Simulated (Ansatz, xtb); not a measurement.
## Two isomers of C7H4ClN

Structure I is `C#Cc1cccnc1Cl`, a singlet and structure II is `C#Cc1ccnc(Cl)c1`, a singlet. Both are isolated molecules in the gas phase, relaxed with B3LYP-D3(BJ)/def2-SVP.

Quicker runs give these differences E(II) − E(I): GFN2-xTB −1.25 kJ/mol; HF/STO-3G −3.02 kJ/mol (at GFN2-xTB geometries); r2SCAN-D4/def2-SVP −0.32 kJ/mol (at GFN2-xTB geometries).

Task: Estimate E(II) − E(I) at the level CCSD(T)/def2-SVP + ΔMP2/def2-TZVPP.

Result: CCSD(T)/def2-SVP + ΔMP2/def2-TZVPP gives E(II) − E(I) = −2.54 kJ/mol, slightly favouring structure II, which is too small a margin to settle the true order.

Level by level:

```csv
level,geometry,E(II) − E(I) (kJ/mol),departure from the last row (kJ/mol),"job, with rough time for the two"
GFN2-xTB,GFN2-xTB,−1.25,+1.29,"optimisation, 0.23 s"
HF/STO-3G,GFN2-xTB,−3.02,−0.48,"single point, 1 s"
r2SCAN-D4/def2-SVP,GFN2-xTB,−0.32,+2.22,"single point, 5.6 s"
B3LYP-D3(BJ)/def2-SVP,B3LYP-D3(BJ)/def2-SVP,−0.54,+2.00,"optimisation, 65 s"
HF/def2-SVP,B3LYP-D3(BJ)/def2-SVP,−4.42,−1.88,part of the CCSD(T) run
MP2/def2-SVP,B3LYP-D3(BJ)/def2-SVP,−2.24,+0.30,part of the CCSD(T) run
CCSD(T)/def2-SVP,B3LYP-D3(BJ)/def2-SVP,−2.06,+0.48,single point
CCSD(T)/def2-SVP + ΔMP2/def2-TZVPP,B3LYP-D3(BJ)/def2-SVP,−2.54,,"single point, 2.3 min"
```

As drawn, both hold the same kinds of bond in the same numbers.

The largest departure from CCSD(T)/def2-SVP + ΔMP2/def2-TZVPP is that of r2SCAN-D4/def2-SVP, 2.22 kJ/mol. The last row adds to CCSD(T) the change of the MP2 difference between the two basis sets, here −0.48 kJ/mol.

With thermal terms from frequencies at re-optimised GFN2-xTB minima (ideal gas, soft modes damped towards free rotors, one conformer each, 298.15 K, 1 atm): on the last row, ΔE + ΔZPE = −2.50, ΔH = −2.55, ΔG = −2.62 kJ/mol.

The correlated steps freeze 13 core orbitals. Run with Ansatz 0.2.0, xtb 6.7.1; the last row on 2 threads of Intel(R) Xeon(R) Platinum 8375C CPU @ 2.90GHz (Ice Lake) on a shared host.
